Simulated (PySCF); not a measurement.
A species of formula C7H11BO2 has this rotational fingerprint, computed with PBE0-D3(BJ)/def2-SVP geometry optimisation, gas phase (PySCF 2.14.0):

- Rotational constants: A = 3990, B = 574.0, C = 511.6 MHz
- Dipole components: |μa| = 2.18 D, |μb| = 0.90 D, |μc| = 0.04 D
- Inertial defect: -19.29 u·Å²
- κ: -0.96

**Question.** Which candidate fits, each taken in the one conformer that was computed?
A. `[CH2:1]=[CH:2][C@:3]12[CH2:4][C@:5]([B:6]([OH:7])[OH:8])([CH2:9]1)[CH2:10]2` with C1–C2–C3–C4 121°, C4–C5–B6–O7 80°, C5–B6–O7–H 2°, C5–B6–O8–H -1°
B. `[CH3:1][C@H:2]1[CH:3]=[CH:4][CH2:5][C:6]([B:7]([OH:8])[OH:9])=[CH:10]1` with C6–B7–O8–H 180°, C6–B7–O9–H 0°
C. `[CH2:1]=[CH:2]/[CH:3]=[CH:4]/[B:5]1[O:6][CH2:7][CH2:8][CH2:9][O:10]1` with C1–C2–C3–C4 -179°, C3–C4–B5–O6 0°, C4–B5–O6–C7 -179°, B5–O6–C7–C8 27°, O6–C7–C8–C9 -52°, C7–C8–C9–O10 53°
D. `[CH2:1]=[C:2]([CH3:3])/[CH:4]=[CH:5]\[C@H:6]1[CH2:7][O:8][BH:9][O:10]1` with C1–C2–C4–C5 179°, C4–C5–C6–C7 98°, C5–C6–C7–O8 131°, C6–C7–O8–B9 -10°, C7–O8–B9–O10 4°, O8–B9–O10–C6 4°
E. `[CH:1]#[C:2][C@H:3]([CH2:4][CH:5]=[CH2:6])[CH2:7][B:8]([OH:9])[OH:10]` with C2–C3–C4–C5 174°, C3–C4–C5–C6 115°, C2–C3–C7–B8 -166°, C3–C7–B8–O9 -145°, C7–B8–O9–H -177°

**Answer.** C. It is C=C/C=C/B1OCCCO1, a near-prolate asymmetric top, point group C1. The candidates at the same level (rigid rotor, commonest isotopes):

```json
{"SMILES": "C#C[C@H](CC=C)CB(O)O", "A (MHz)": "1766", "B (MHz)": "911.9", "C (MHz)": "712.8", "μa (D)": "3.06", "μb (D)": "0.06", "μc (D)": "0.97", "Δ (u·Å²)": "-131.28", "point group": "C1", "rotor": "asymmetric top"}
{"SMILES": "C=C/C=C/B1OCCCO1", "A (MHz)": "3990", "B (MHz)": "574.0", "C (MHz)": "511.6", "μa (D)": "2.18", "μb (D)": "0.90", "μc (D)": "0.04", "Δ (u·Å²)": "-19.29", "point group": "C1", "rotor": "near-prolate asymmetric top"}
{"SMILES": "C=C(C)/C=C\\[C@H]1COBO1", "A (MHz)": "3568", "B (MHz)": "655.5", "C (MHz)": "617.1", "μa (D)": "2.31", "μb (D)": "0.96", "μc (D)": "0.56", "Δ (u·Å²)": "-93.59", "point group": "C1", "rotor": "near-prolate asymmetric top"}
{"SMILES": "C[C@H]1C=CCC(B(O)O)=C1", "A (MHz)": "2321", "B (MHz)": "876.0", "C (MHz)": "664.8", "μa (D)": "0.16", "μb (D)": "1.07", "μc (D)": "0.19", "Δ (u·Å²)": "-34.49", "point group": "C1", "rotor": "asymmetric top"}
{"SMILES": "C=C[C@]12C[C@](B(O)O)(C1)C2", "A (MHz)": "3516", "B (MHz)": "731.1", "C (MHz)": "671.5", "μa (D)": "2.61", "μb (D)": "0.37", "μc (D)": "0.03", "Δ (u·Å²)": "-82.41", "point group": "C1", "rotor": "near-prolate asymmetric top"}
```

`C=C(C)/C=C\[C@H]1COBO1` has C 21 % too high; `C=C[C@]12C[C@](B(O)O)(C1)C2` has C 31 % too high; `C#C[C@H](CC=C)CB(O)O` has B 59 % too high; `C[C@H]1C=CCC(B(O)O)=C1` has B 53 % too high. No structure here is proved a minimum.
